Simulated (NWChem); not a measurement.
System meant: Si2H2F4; SMILES [SiH](F)(F)[SiH](F)F

Input file for NWChem:

```
start job
memory heap 200 mb stack 900 mb global 1100 mb
geometry units angstroms noautoz
  Si    -1.112451     0.380493     0.002901
  F     -1.851643    -0.244784     1.318051
  F     -1.848947    -0.237760    -1.317087
  Si     1.112451    -0.380493     0.002901
  F      1.848947     0.237760    -1.317087
  F      1.851643     0.244784     1.318051
  H     -1.304784     1.864672     0.006833
  H      1.304784    -1.864672     0.006833
end
basis spherical
  * library def2-svp
end
dft
  odft
  mult 2
  xc pbe0
  iterations 150
  mulliken
end
task dft energy
```

End of the output:

```
 Summary of "ao basis" -> "" (spherical)
 ------------------------------------------------------------------------------
       Tag                 Description            Shells   Functions and Types
 ---------------- ------------------------------  ------  ---------------------
 *                          def2-svp                  on all atoms

                                 NWChem DFT Module
                                 -----------------

 Summary of "ao basis" -> "ao basis" (spherical)
 ------------------------------------------------------------------------------
       Tag                 Description            Shells   Functions and Types
 ---------------- ------------------------------  ------  ---------------------
 Si                         def2-svp                 8       18   4s3p1d
 F                          def2-svp                 6       14   3s2p1d
 H                          def2-svp                 3        5   2s1p

 Summary of "ao basis" -> "ao basis" (spherical)
 ------------------------------------------------------------------------------
       Tag                 Description            Shells   Functions and Types
 ---------------- ------------------------------  ------  ---------------------
 Si                         def2-svp                 8       18   4s3p1d
 F                          def2-svp                 6       14   3s2p1d
 H                          def2-svp                 3        5   2s1p

      Symmetry analysis of basis
      --------------------------

        a          51
        b          51

  number of electrons :                   66
  multiplicity        :                    2
 ------------------------------------------------------------------------
  no. of electrons and multiplicity not compatible                  66
 ------------------------------------------------------------------------
 ------------------------------------------------------------------------
  current input line :
    23: task dft energy
 ------------------------------------------------------------------------
 ------------------------------------------------------------------------
 There is an error in the input file
 ------------------------------------------------------------------------
 For more information see the NWChem manual at https://nwchemgit.github.io

0: no. of electrons and multiplicity not compatible:Received an Error in Communication
```

Task: What is wrong, and how is it mended?

Result: The program refused the input. Cause: the multiplicity doesn't fit the number of electrons (an even count wants an odd multiplicity, and the reverse). This input runs:
```
start job
memory heap 200 mb stack 900 mb global 1100 mb
geometry units angstroms noautoz
  Si    -1.112451     0.380493     0.002901
  F     -1.851643    -0.244784     1.318051
  F     -1.848947    -0.237760    -1.317087
  Si     1.112451    -0.380493     0.002901
  F      1.848947     0.237760    -1.317087
  F      1.851643     0.244784     1.318051
  H     -1.304784     1.864672     0.006833
  H      1.304784    -1.864672     0.006833
end
basis spherical
  * library def2-svp
end
dft
  xc pbe0
  iterations 150
  mulliken
end
task dft energy
```
It converges to -978.66288 Ha (PBE0/def2-SVP).
